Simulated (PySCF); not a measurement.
Run record: geometry optimisation, benzo[c]thiophene (`c1ccc2cscc2c1`).

Method: PBE0-D3(BJ)/def2-SVP geometry optimisation, gas phase (PySCF 2.14.0). Start geometry: GFN2-xTB. The input is one job of a driver script: a line of settings, then coordinates in Å.

Input:
```
{"job": {"xc": "PBE0", "basis": "def2-SVP", "d3": "d3bj", "grid": 1, "kind": "geom"}, "charge": 0, "multiplicity": 1}
C     -1.930238    -0.390138    -0.185188
C     -1.703715     1.003634    -0.057551
C     -0.448252     1.506050     0.082852
C      0.655276     0.617138     0.099969
C      1.992953     0.909336     0.231185
S      2.958926    -0.498230     0.193476
C      1.599666    -1.513928     0.002242
C      0.425468    -0.798361    -0.032589
C     -0.900510    -1.277795    -0.174906
H     -2.946564    -0.740161    -0.292002
H     -2.554812     1.668652    -0.073210
H     -0.270728     2.566695     0.181481
H      2.453648     1.869648     0.347324
H      1.732792    -2.574355    -0.073530
H     -1.068323    -2.340197    -0.271465
```

Output:
```
step   0  E = -705.80948830  max force = 0.013109
step   1  E = -705.81135688  max force = 0.001476
step   2  E = -705.81136154  max force = 0.001062
step   3  E = -705.81136679  max force = 0.000728
step   4  E = -705.81136810  max force = 0.000096
optimisation converged
```

Energies in Eh; «max force» is the largest Cartesian gradient component in Eh/bohr.

Q: How much energy does the optimisation release, in eV?

A: E(step 0) − E(last step) = 0.001880 Eh, which is 0.051 eV.

In short: final energy -705.81137 Eh after 4 steps; dipole 0.02 D.

Time: 88 s. Hardware: an Arm Neoverse N1 with one thread, shared host.
Labels such as C1 count atoms from 1, the log's own numbers from 0.
